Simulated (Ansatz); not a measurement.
**Relative stability**

The two ends of one reaction step of Si2H8SO, singlet (PBE0-D4/def2-TZVP).

A:

```
12
angstrom
Si -0.1701 -0.5926 -1.5517
S 2.0211 1.5808 1.3651
H -1.1834 -0.4383 -2.6270
H 0.5608 -1.8718 -1.7904
O 0.8241 0.7139 -1.6383
H 1.4808 0.5231 1.9920
Si -1.2571 -0.7651 0.5260
H 0.9170 2.3223 1.5485
H 1.3074 0.9546 -0.8356
H -1.8834 0.5273 0.9243
H -0.3001 -1.1442 1.6073
H -2.3169 -1.8100 0.4797
```

B:

Si1  (0.807, 0.347, -1.378)
S2  (1.473, 0.892, 0.577)
H3  (-0.657, 0.496, -1.511)
H4  (1.237, -1.068, -1.493)
O5  (1.429, 1.296, -2.564)
H6  (-0.540, -1.080, 2.808)
Si7  (-1.501, -1.087, 1.679)
H8  (0.862, 2.089, 0.569)
H9  (2.382, 1.407, -2.586)
H10  (-1.926, 0.299, 1.360)
H11  (-2.696, -1.887, 2.055)
H12  (-0.870, -1.703, 0.483)
(Å)

Ansatz 0.2.0; basis: def2-TZVPP; cores frozen in the correlated methods. B3LYP uses VWN-RPA correlation.

(1) Which structure is lower at CCSD(T), and by how much? (An estimate is asked for; the value comes from the calculation.)

T1 diagnostic: at most 0.012.

## Answers

(1) By the calculation: B, by 66.1 kJ/mol (electronic energy, against the other). By their contacts, A is a complex of Si₂H₆O ([OH][SiH2][SiH3]) + H₂S and B is a complex of SiH₄SO ([OH][SiH2][SH]) + SiH₄.

All methods give the same order:

```tsv
method	E(B) − E(A) (kJ/mol)
SPW92	-48.6
PBE-D4	-52.3
BLYP-D4	-58.9
r2SCAN-D4	-63.6
B97M-V	-61.8
PBE0-D4	-58.1
B3LYP-D4	-62.7
r2SCAN0-D4	-66.5
BHLYP-D4	-69.3
CAM-B3LYP-D4	-64.6
wB97X-V	-65.4
wB97M-V	-71.6
B2PLYP	-67.5
PBE-QIDH	-67.3
RPA on PBE	-65.0
HF	-79.9
MP2	-75.1
CCSD	-67.4
CCSD(T)	-66.1
```

Labels in which every atom is bracketed show which atoms are joined, not bond orders.

For scale, one of the runs: CCSD(T)/def2-TZVPP, 269 basis functions, launched by `ansatz run in.yaml --threads 4 --pin off --events-out ev --progress --plain --max-ram 9574MiB`. Hardware: 4 CPU threads of an Arm Neoverse V1, shared host. Wall time 2.8 min; peak host memory 6.3 GiB.
